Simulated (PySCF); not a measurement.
Partial charges of `CCO/C(OC)=C(\C)CF`

Species: C₇H₁₃FO₂.
Geometry (GFN2-xTB, Å), atoms numbered from 1 in this order:
```xyz
23
C7H13FO2 angstrom
C      3.199   -0.202   -0.392
C      1.935    0.181    0.356
O      0.814   -0.192   -0.445
C     -0.403   -0.064    0.162
O     -0.582   -0.761    1.332
C     -0.351   -2.159    1.238
C     -1.358    0.723   -0.337
C     -1.154    1.579   -1.549
C     -2.721    0.772    0.286
F     -3.681    0.337   -0.608
H      4.071    0.085    0.187
H      3.226    0.303   -1.354
H      3.223   -1.274   -0.567
H      1.903    1.266    0.531
H      1.892   -0.323    1.330
H     -0.306   -2.528    2.261
H      0.587   -2.380    0.722
H     -1.173   -2.646    0.705
H     -1.276    2.631   -1.291
H     -1.899    1.330   -2.303
H     -0.163    1.421   -1.964
H     -2.786    0.127    1.165
H     -2.999    1.800    0.546
```

Density: PBE0/pcSseg-1 (PySCF); schemes: Mulliken, IAO, Hirshfeld and ESP-fitted. The structure is a single GFN2-xTB conformer in the gas phase; no vibrational or solvent corrections.

Problem. At which atom do the 4 schemes differ most?

Solution. At C7: from -0.522 (Mulliken) to +0.181 e (ESP-fitted), 0.703 e apart.

Problem. Which atoms carry the lowest charge in the Mulliken, IAO, Hirshfeld and ESP-fitted schemes?

Solution. The schemes don't all agree: Mulliken C7 (-0.522); IAO C8 (-0.426); Hirshfeld F10 (-0.134); ESP-fitted C1 (-0.449).

Problem. Tabulate the Mulliken, IAO, Hirshfeld and ESP-fitted charges.

Solution. In e:

```tsv
atom	environment	Mulliken	IAO	Hirshfeld	ESP-fitted
C1	methyl carbon	-0.278	-0.423	-0.120	-0.449
C2	sp3 carbon bound to oxygen	+0.004	-0.045	+0.008	+0.288
O3	ether oxygen	-0.504	-0.371	-0.110	-0.243
C4	vinylic carbon bearing oxygen	+0.511	+0.344	+0.130	-0.040
O5	ether oxygen	-0.509	-0.368	-0.118	-0.315
C6	methoxy carbon	-0.031	-0.208	-0.038	+0.032
C7	fully substituted alkene carbon	-0.522	-0.086	-0.045	+0.181
C8	allylic carbon	-0.131	-0.426	-0.127	-0.402
C9	sp3 C–F carbon	+0.294	+0.035	+0.013	+0.030
F10	alkyl fluorine	-0.350	-0.340	-0.134	-0.237
H11	methyl hydrogen	+0.117	+0.149	+0.050	+0.117
H12	methyl hydrogen	+0.124	+0.151	+0.045	+0.127
H13	methyl hydrogen	+0.119	+0.148	+0.043	+0.125
H14	methylene hydrogen	+0.111	+0.130	+0.038	+0.020
H15	methylene hydrogen	+0.121	+0.130	+0.034	+0.038
H16	methyl hydrogen	+0.121	+0.160	+0.053	+0.072
H17	methyl hydrogen	+0.116	+0.137	+0.039	+0.062
H18	methyl hydrogen	+0.113	+0.141	+0.045	+0.084
H19	methyl hydrogen	+0.115	+0.141	+0.040	+0.112
H20	methyl hydrogen	+0.134	+0.157	+0.042	+0.126
H21	methyl hydrogen	+0.120	+0.157	+0.037	+0.117
H22	methylene hydrogen	+0.107	+0.151	+0.036	+0.092
H23	methylene hydrogen	+0.097	+0.135	+0.040	+0.060
```

Mean size of the charges over all atoms: Mulliken 0.202 e, IAO 0.197 e, ESP-fitted 0.147 e, Hirshfeld 0.060 e. Each set sums to the total charge, 0, to within 0.001 e. The Hirshfeld scheme weights the molecular density at each point by an atom's share of the summed free-atom densities.

Problem. How many electrons does the ESP-fitted scheme count on O3?

Solution. Z − q = 8 − (-0.243) = 8.243.

Problem. Sum the charges by element, for elements with more than one atom.

Solution. 
| element | atoms | Mulliken | IAO | Hirshfeld | ESP-fitted |
| --- | --- | --- | --- | --- | --- |
| C | 7 | -0.152 | -0.808 | -0.180 | -0.359 |
| O | 2 | -1.013 | -0.739 | -0.228 | -0.558 |
| H | 13 | +1.515 | +1.887 | +0.542 | +1.154 |

Problem. How closely do the schemes follow one another over all atoms?

Solution. Correlation coefficient and root-mean-square difference: IAO with Hirshfeld 0.98, 0.158 e; Mulliken with Hirshfeld 0.87, 0.198 e; Mulliken with IAO 0.83, 0.144 e; IAO with ESP-fitted 0.78, 0.143 e; Hirshfeld with ESP-fitted 0.77, 0.141 e; Mulliken with ESP-fitted 0.51, 0.228 e.
